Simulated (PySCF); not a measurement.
C7H9NOS.
Geometry (GFN2-xTB, Å), atoms numbered from 1 in this order:
```xyz
19
C7H9NOS angstrom
C      2.4451    0.2209    1.3922
C      1.3739    0.3307    0.6331
C      0.2321   -0.6467    0.5268
C     -0.6213   -0.4606    1.6801
N     -1.2842   -0.2861    2.5947
C     -0.5141   -0.3156   -0.7805
C     -1.8785   -0.9847   -0.8818
C     -0.5844    1.2017   -0.8134
S      1.1500    1.7668   -0.4931
O      1.9147    1.4194   -1.6922
H      2.6190   -0.6317    2.0305
H      3.2024    0.9859    1.3938
H      0.5907   -1.6819    0.5338
H      0.1167   -0.6442   -1.6144
H     -2.3487   -0.7324   -1.8290
H     -2.5286   -0.6583   -0.0726
H     -1.7771   -2.0664   -0.8276
H     -1.2083    1.5990   -0.0133
H     -0.9089    1.5933   -1.7746
```

NICS = −σ at a ghost point: NICS(0) at the centroid of the ring atoms, NICS(1) 1 Å to either side along the normal of their mean plane, zz for the tensor component along that normal. Level: GIAO PBE0/pcSseg-1 (PySCF, non-relativistic, gas phase) on the GFN2-xTB geometry, one conformer.

Ring bond lengths (Å), with Mayer bond orders in brackets: C2–C3 1.507 (0.96), C3–C6 1.541 (0.98), C6–C8 1.519 (0.95), C8–S9 1.852 (0.88), S9–C2 1.839 (0.86).

**Question.** Give the NICS values of each ring in ppm.

**Answer.** 
```csv
ring,type,NICS(0),"NICS(1), two faces","NICS(1)zz, two faces",rms pucker (Å),"centre to ring atoms, mean (Å)"
C2–C3–C6–C8–S9,5-membered ring with S; formal bonds all single,-3.0,-4.8 / -2.2,-3.5 / -1.0,0.21,1.37
```

**Question.** What can be read from them?

**Answer.** 
- C2–C3–C6–C8–S9: mean NICS(1)zz -2.2 ppm, near zero. C3, C6, C8 have four or more neighbours; no verdict on aromaticity is drawn.

**Question.** At the first NICS(1) probe listed for ring C2–C3–C6–C8–S9, 1 Å off the ring, how large is the induced field along the normal in 1 T applied along it?

**Answer.** NICSzz × B0 = -3.5 ppm × 1 T = -4 μT, against the applied field.

**Question.** How shielded are the nuclei of the rings and their hydrogens (means over atoms taken as equivalent)?

**Answer.** 
| atoms | environment | σ isotropic (ppm) | principal values of the symmetric part, first atom (ppm) |
| --- | --- | --- | --- |
| C2 | fully substituted alkene carbon | 17.6 | -89.0, 37.0, 104.8 |
| C3 | sp3 carbon next to a nitrile | 145.2 | 124.9, 145.3, 165.3 |
| C6 | sp3 CH carbon | 146.6 | 110.4, 157.7, 171.7 |
| C8 | sp3 carbon bound to sulfur | 121.5 | 93.3, 109.2, 161.9 |
| S9 | sulfinyl sulfur | 125.0 | -36.3, 112.7, 298.6 |
| H13 | methine hydrogen | 28.10 | 25.2, 25.7, 33.3 |
| H14 | methine hydrogen | 28.16 | 23.9, 27.8, 32.8 |
| H18 | methylene hydrogen | 29.32 | 25.9, 29.4, 32.7 |
| H19 | methylene hydrogen | 28.91 | 25.1, 27.4, 34.3 |

Time: 56 s wall (with the writing of density and orbital grids); peak memory 1.0 GiB. Hardware: one thread, Arm Neoverse V1 (aarch64), shared host with 32 logical CPUs at a one-minute load of 10. This is the whole shielding run at PBE0/pcSseg-1, SCF included.
